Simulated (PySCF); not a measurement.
## Au (gold, neutral) across methods

[Xe] 4f14 5d10 6d1, 2D determinant (an excited configuration). Computed with PySCF 2.14 in aug-cc-pwCVDZ-PP with ECP60MDF, with scalar relativity through the core potential. The B2PLYP total includes its PT2 part (frozen core); its orbital energies are those of the SCF part.

```json
{"method": "PBE0", "E (hartree)": "-135.3879", "mean ε 5d α (eV)": "-12.176", "mean ε 5d β (eV)": "-12.154", "mean ε 6d α (eV)": "0.088", "Σ⟨r²⟩ (bohr²)": "78.74", "⟨S²⟩": "0.750"}
{"method": "LDA", "E (hartree)": "-135.1646", "mean ε 5d α (eV)": "-10.842", "mean ε 5d β (eV)": "-10.822", "mean ε 6d α (eV)": "0.474", "Σ⟨r²⟩ (bohr²)": "78.79", "⟨S²⟩": "0.750"}
{"method": "wB97M-V", "E (hartree)": "-135.2968", "mean ε 5d α (eV)": "-14.601", "mean ε 5d β (eV)": "-14.580", "mean ε 6d α (eV)": "-0.054", "Σ⟨r²⟩ (bohr²)": "78.05", "⟨S²⟩": "0.750"}
{"method": "r2SCAN", "E (hartree)": "-135.4338", "mean ε 5d α (eV)": "-10.744", "mean ε 5d β (eV)": "-10.729", "mean ε 6d α (eV)": "0.409", "Σ⟨r²⟩ (bohr²)": "78.57", "⟨S²⟩": "0.750"}
{"method": "M06-2X", "E (hartree)": "-135.2921", "mean ε 5d α (eV)": "-13.976", "mean ε 5d β (eV)": "-13.962", "mean ε 6d α (eV)": "-0.051", "Σ⟨r²⟩ (bohr²)": "78.19", "⟨S²⟩": "0.751"}
{"method": "CAM-B3LYP", "E (hartree)": "-135.3368", "mean ε 5d α (eV)": "-13.616", "mean ε 5d β (eV)": "-13.594", "mean ε 6d α (eV)": "-0.213", "Σ⟨r²⟩ (bohr²)": "78.63", "⟨S²⟩": "0.750"}
{"method": "B2PLYP", "E (hartree)": "-135.1780", "mean ε 5d α (eV)": "-13.610", "mean ε 5d β (eV)": "-13.580", "mean ε 6d α (eV)": "0.023", "Σ⟨r²⟩ (bohr²)": "78.65", "⟨S²⟩": "0.750"}
{"method": "UHF", "E (hartree)": "-134.50873", "mean ε 5d α (eV)": "-16.026", "mean ε 5d β (eV)": "-15.989", "mean ε 6d α (eV)": "-0.283", "Σ⟨r²⟩ (bohr²)": "78.41", "⟨S²⟩": "0.750"}
```

Problem. Estimate the same row for PBE.

Solution. E (hartree) = -135.4254; mean ε 5d α (eV) = -10.592; mean ε 5d β (eV) = -10.576; mean ε 6d α (eV) = 0.291; Σ⟨r²⟩ (bohr²) = 79.12; ⟨S²⟩ = 0.750.

Energies and moments cover only the electrons outside the core potential. Spin-orbit coupling, absent here, splits the open shell strongly. The outer electron is Rydberg-like, and this basis confines it to a smaller radius and binds it less than a complete one would.

The highest occupied level is positive at PBE0, PBE, LDA, r2SCAN, B2PLYP: only the finite basis holds that electron, which in a density functional comes from self-interaction.
